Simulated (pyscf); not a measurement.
# [H₃C–Al(CH₃)–NH]•, doublet

Gas-phase minimum from PySCF at ωB97X-D3(BJ)/def2-SVP, one conformer. Other isomers of [H₃C–Al(CH₃)–NH]• were not searched in full and may lie lower. 

SMILES: [CH3][Al]([NH])[CH3]
```xyz
11

C     -1.1466    -0.7763    -2.0235
Al     0.2382     0.4983    -1.4892
C     -0.1292     2.3624    -1.0225
N      1.9075    -0.0619    -1.4261
H     -1.6838    -0.4186    -2.9194
H     -0.7473    -1.7778    -2.2493
H     -1.9041    -0.8879    -1.2279
H     -0.8174     2.4220    -0.1609
H      0.7804     2.9273    -0.7635
H     -0.6255     2.8881    -1.8569
H      2.8643    -0.3856    -1.3825
```
Charge 0, spin multiplicity 2.

Bonded distances (Å): C1–Al2 1.956, C1–H5 1.104, C1–H6 1.102, C1–H7 1.104, Al2–C3 1.956, Al2–N4 1.762, C3–H8 1.104, C3–H9 1.102, C3–H10 1.104, N4–H11 1.011. Angles (°): Al2–C1–H5 110.8, Al2–C1–H6 113.1, Al2–C1–H7 110.8, H5–C1–H6 107.7, H5–C1–H7 106.5, H6–C1–H7 107.7, C1–Al2–C3 123.6, C1–Al2–N4 118.2, C3–Al2–N4 118.2, Al2–C3–H8 110.8, Al2–C3–H9 112.9, Al2–C3–H10 111.0, H8–C3–H9 107.7, H8–C3–H10 106.5 (the first ones only).

Properties at ωB97X-D3(BJ)/def2-SVP:

| Item | Value |
|---|---|
| Harmonic wavenumbers, unscaled | 53, 68, 159, 162, 194, 226, 460, 561, 574, 613, 690, 717, 727, 877, 1227, 1229, 1434, 1435, 1439, 1445, 3052, 3053, 3140, 3141, 3164, 3165, 3724 cm⁻¹ |
| Zero-point energy | 52.5 kcal/mol |
| Rotational symmetry number | 2 |
| Entropy of this conformer at 298 K and 1 atm, rigid rotor and harmonic oscillator, modes under 100 cm⁻¹ raised to 100 | 351.4 J/(mol K) |
| Dipole moment | 0.43 D |
| Spin expectation value S2 | 0.754 |

Single-point totals, which compare only within one level:

| level | total energy (hartree) |
|---|---|
| ωB97X-D3(BJ)/def2-TZVP | -377.72656 |
| PBE/def2-TZVP | -377.31100 |
| r²SCAN/def2-TZVP | -377.52945 |
| B3LYP-D3(BJ)/def2-TZVP | -377.68043 |
| PBE0-D3(BJ)/def2-TZVP | -377.35964 |
| M06-2X/def2-TZVP | -377.54798 |
| ωB97M-D3(BJ)/def2-TZVP | -377.71005 |

Soft torsions are taken as harmonic, which can shift the entropy by several J/(mol K).
